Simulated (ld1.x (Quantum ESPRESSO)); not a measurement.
**mercury (Hg) TM: all-electron and pseudo phase curves**

```json
{
  "Element": "Hg (Z = 80)",
  "Generator": "ld1.x (Quantum ESPRESSO) 7.5",
  "Type": "norm-conserving Troullier–Martins (Kleinman–Bylander form)",
  "Functional": "LDA (PZ)",
  "Relativity": "scalar-relativistic",
  "Frozen core": "[Kr] 4d10 4f14",
  "Valence charge": "20",
  "Reference configuration": "5s2 5p6 5d10 6s1.5 6p0 (charge +0.5)",
  "Partial waves": "5p (bound): rc 1.40 bohr; 5d (bound): rc 1.50 bohr; 5s (bound): rc 1.45 bohr",
  "Local potential": "the s channel",
  "Core correction": "none"
}
```

Occupied shells without a wave of their own: 6s. They enter only through the test configuration that unscreens the potential.

The phase is arctan(r·u′/u) with u = r·R(r), unwrapped; energies in Ry, scanned from -11 to 5 Ry. A pole is an energy at which the radial function vanishes at the test radius. The pseudo phase is shifted by a multiple of π to meet the all-electron one at the reference energy, and phase errors are pseudo minus all-electron; the curves can meet again beyond the range given. Levels narrower than the energy grid can be missing from the lists of poles.

**Question.** For each channel, where are the poles, and over which energies does the pseudopotential scatter like the atom?

**Answer.**

```csv
channel,radius (bohr),reference energy (Ry),"poles, all-electron","poles, pseudo",unbroken range about the reference energy with phases within 0.05 rad,phase error 1 Ry above the reference energy (rad)
s,1.65,-9.04,-8.56,"-8.57, 4.97",-9.4 to -3.7,-0.005
p,1.65,-5.23,-4.17,-4.18,below 1.8,-0.002
d,1.65,-1.06,1.65,1.63,the whole range,-0.001
```

The potential misses its own reference levels by up to 3.6 eV, so it is not fit for use.

Phases in the p channel:

```
E (Ry)  all-electron  pseudo
-11.00         1.338   1.337
-10.76         1.333   1.332
-10.52         1.328   1.326
-10.28         1.322   1.320
-10.04         1.315   1.314
 -9.80         1.308   1.306
 -9.56         1.300   1.298
 -9.32         1.290   1.289
 -9.08         1.280   1.278
 -8.84         1.269   1.267
 -8.60         1.255   1.253
 -8.36         1.240   1.237
 -8.12         1.221   1.219
 -7.88         1.199   1.196
 -7.64         1.171   1.167
 -7.40         1.135   1.131
 -7.16         1.087   1.083
 -6.92         1.021   1.015
 -6.68         0.921   0.913
 -6.44         0.758   0.748
 -6.20         0.470   0.454
 -5.96        -0.032  -0.051
 -5.72        -0.623  -0.635
 -5.48        -1.020  -1.026
 -5.24        -1.241  -1.244
 -5.00        -1.370  -1.372
 -4.76        -1.453  -1.455
 -4.52        -1.511  -1.513
 -4.28        -1.554  -1.556
 -4.04        -1.587  -1.589
 -3.80        -1.615  -1.617
 -3.56        -1.637  -1.640
 -3.32        -1.657  -1.660
 -3.08        -1.674  -1.678
 -2.84        -1.690  -1.694
 -2.60        -1.704  -1.709
 -2.36        -1.718  -1.723
 -2.12        -1.730  -1.736
 -1.88        -1.743  -1.749
 -1.64        -1.755  -1.762
 -1.40        -1.767  -1.775
 -1.16        -1.779  -1.788
 -0.92        -1.791  -1.801
 -0.68        -1.803  -1.815
 -0.44        -1.816  -1.829
 -0.20        -1.829  -1.844
  0.04        -1.843  -1.860
  0.28        -1.858  -1.877
  0.52        -1.874  -1.896
  0.76        -1.891  -1.917
  1.00        -1.909  -1.939
  1.24        -1.929  -1.964
  1.48        -1.952  -1.992
  1.72        -1.976  -2.025
  1.96        -2.003  -2.061
  2.20        -2.034  -2.104
  2.44        -2.070  -2.155
  2.68        -2.111  -2.214
  2.92        -2.158  -2.287
  3.16        -2.213  -2.374
  3.40        -2.279  -2.482
  3.64        -2.358  -2.614
  3.88        -2.453  -2.774
  4.12        -2.567  -2.960
  4.36        -2.703  -3.165
  4.60        -2.863  -3.375
  4.84        -3.042  -3.571
```
